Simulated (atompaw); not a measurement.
# What the settings do to the PAW (atompaw) potential of cobalt (Co)

Base potential:

atompaw 4.2.0.5 input, output lines left out:

```
Co 27
GGA-PBE scalarrelativistic loggrid 1500 logderivrange -9 5 351
4 4 3 0 0 0
4 0 1.5
4 1 0
3 2 7.5
0 0 0
c
c
v
v
c
v
v
v
2
1.40 1.25 1.35 0.80
n
n
y
0.3
n
custom rrkj gramschmidtortho sinc
bessel
0.85
1.40
1.15
1.40
0.85
0.85
```

All-electron outer shells of the reference configuration (PBE, scalar-relativistic, ld1.x):

```csv
shell,level (eV),outermost node (bohr),outermost maximum (bohr)
2s,-896.10,0.08,0.21
2p,-767.07,–,0.17
3s,-99.81,0.31,0.67
3p,-63.12,0.28,0.68
3d,-6.04,–,0.67
4s,-4.89,0.96,2.38
4p,-1.03,1.06,3.46
```

Cutoffs, loose and tight: the cutoffs (Ry, on a coarse ladder) from which the occupation-weighted sum of valence levels, in a spherical-Bessel basis at the reference potential, stays within 10 and 1 mRy of its value at 400 Ry. They see the waves, projectors and local potential, not the compensation charge or the core. A dash means not determined.

A true bound ghost makes a file unfit for plane-wave use even where its test errors are small: the radial tests pick states by their node count and pass the ghost by.

Cutoffs are not given where the Bessel-basis levels miss the radial ones by over 6 mRy, ghosts where they miss by over 20 mRy; a channel whose overlap is not positive is not tested.

```tsv
change	outcome	cutoff, loose	cutoff, tight	bound ghosts
base	generated	160 Ry	260 Ry	none
core correction smooth core density matched at 0.58 bohr	generated	160 Ry	260 Ry	none
reference 3s2 3p6 3d7 4s1 4p0	generated	160 Ry	260 Ry	none
wave 4s (bound): rc 1.40 bohr becomes 4s (bound): rc 1.34 bohr	generated	160 Ry	260 Ry	none
augmentation sinc compensation charge, radius 1.10 bohr; PAW radius 1.40 bohr; waves and projectors: custom rrkj gramschmidtortho	generated	160 Ry	260 Ry	none
all radii scaled by about 0.91 (s 0.78, p 1.04, d 0.78 bohr); local potential bessel scheme, radius 1.22 bohr; augmentation sinc compensation charge, radius 1.14 bohr; PAW radius 1.28 bohr; waves and projectors: custom rrkj gramschmidtortho; core correction smooth core density matched at 0.72 bohr	generated	180 Ry	300 Ry	none
```

Q: What comes out with this change to the base: augmentation sinc compensation charge, radius 1.25 bohr; PAW radius 1.40 bohr; waves and projectors: custom polynom2 7 10 vanderbiltortho?

A: outcome: generated; bound ghosts: not determined.

Q: What comes out with this change to the base: core [Ar], valence charge 9; reference 3d7 4s0 4p0; waves now 4s (bound): rc 1.85 bohr; 4s channel at -0.95 Ry: rc 1.85 bohr; 4p (bound): rc 2.50 bohr; 4p channel at 3.05 Ry: rc 2.50 bohr; 3d (bound): rc 1.55 bohr; 3d channel at -0.95 Ry: rc 1.55 bohr; local potential bessel scheme, radius 2.10 bohr; core correction smooth core density matched at 2.45 bohr; augmentation sinc compensation charge, radius 2.20 bohr; PAW radius 2.50 bohr; waves and projectors: custom rrkj gramschmidtortho?

A: outcome: generated; cutoff, loose: 45 Ry; cutoff, tight: 70 Ry; bound ghosts: s.

Q: What comes out with this change to the base: local potential bessel scheme, radius 0.76 bohr?

A: outcome: failed: atompaw: The overlap operator has at least one negative eigenvalue!. Cause: the overlap operator built from these waves and projectors is not positive definite.
